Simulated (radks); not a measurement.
Results of a calculation; reference values are marked as such.
The nuclear charge of the krypton ion Kr+ is varied continuously with 35 electrons held in [Ar] 3d10 4s2 4p5. Level of theory: scalar-relativistic Kohn-Sham, PBE, spin-polarised, spherical densities, point nucleus; open shells are filled with parallel spins first (a radial shooting solver on a logarithmic mesh with Libxc functionals). By the Hellmann-Feynman theorem dE/dZ = E(electron-nucleus)/Z, the electronic potential at the nucleus. The scalar-relativistic energy here is not variational (the density holds large components alone), so the two differ by a part that grows with Z.

\begin{tabular}{lrrrrr}
Z & E (hartree) & E(electron-nucleus)/Z (hartree) & HOMO & e(HOMO) (eV) & <r> HOMO (bohr) \\ \hline
35.6 & -2715.58102 & -183.731 & 4p & -14.106 & 1.934 \\
35.8 & -2752.52536 & -185.118 & 4p & -16.542 & 1.882 \\
36 & -2789.74816 & -186.504 & 4p & -19.080 & 1.835 \\
36.2 & -2827.24938 & -187.890 & 4p & -21.717 & 1.791 \\
36.4 & -2865.02900 & -189.275 & 4p & -24.452 & 1.750 \\
36.6 & -2903.08702 & -190.661 & 4p & -27.280 & 1.711 \\
36.8 & -2941.42346 & -192.047 & 4p & -30.202 & 1.675 \\
37 & -2980.03836 & -193.432 & 4p & -33.214 & 1.641 \\
\end{tabular}

The central difference of E at Z = 36 is -186.810 hartree, to compare with the third column; the second derivative is -6.96 hartree.
